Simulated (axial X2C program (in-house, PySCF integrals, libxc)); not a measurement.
# Ru₂: from the spin-free to the two-component result

Computed with an axial X2C code built on PySCF integrals. Spin-free means the one-electron spin-free X2C Hamiltonian; two-component (2c) means X2C with spin–orbit coupling and atomic mean-field two-electron Coulomb and Gaunt terms, so the difference of the two also holds small scalar two-electron terms. Basis: Ru dyall-cv3z [12s12p8d5f3g] (cores contracted in-house); Gaussian nuclei, density fitting, unrestricted open shells. Masses: Ru 101.904 u.

Spin-free state: M_S = 3, Λ = 2 (beyond evenly filled blocks: σα, π+α, π-α, 2 × δ+α, δ+β, 2 × δ-α); fragments Ru + Ru.

```csv
level,Re (Å),ωe (cm⁻¹),De (eV)
PBE0,2.207,352.9,2.163
```

Two-component determinant lowest at the distance of the search:

Ω = 5 (⟨Sz⟩ = 3.00, ⟨Lz⟩ = 2.00 at PBE0); fragments Ru + Ru.

```json
{"level": "PBE0", "Re (Å)": "2.207", "ωe (cm⁻¹)": "352.1"}
```

**Question.** From the two tables, how do the constants change at the PBE0 level (2c against spin-free)?

**Answer.** At the PBE0 level Re is unchanged within 0.001 Å and ωe falls by 0.8 cm⁻¹.

One determinant describes the state; a PBE0 search over occupations chose it and may have missed a lower one. De is counted from the lowest determinant-based energies of the atoms at the same level, without counterpoise correction. De is not given where an atomic determinant may have missed its ground term or J level, or where the truncated virtual space spoils (T). Density functionals use the spin component along the axis (collinear). PBE0 can misorder states that lie within some tenths of an eV, so this need not be the ground state of the molecule. The nearest other spin-free determinant of the search, M_S = 3, Λ = 4, lies 0.47 eV up at the distance of the search. Without a current term, density functionals place determinants with orbital angular momentum somewhat too high. With several unpaired electrons one determinant need not be a pure state. Open-shell Ω = 0 determinants with evenly filled partner blocks cannot be reached by this program, so the Ω shown need not be the lowest component.
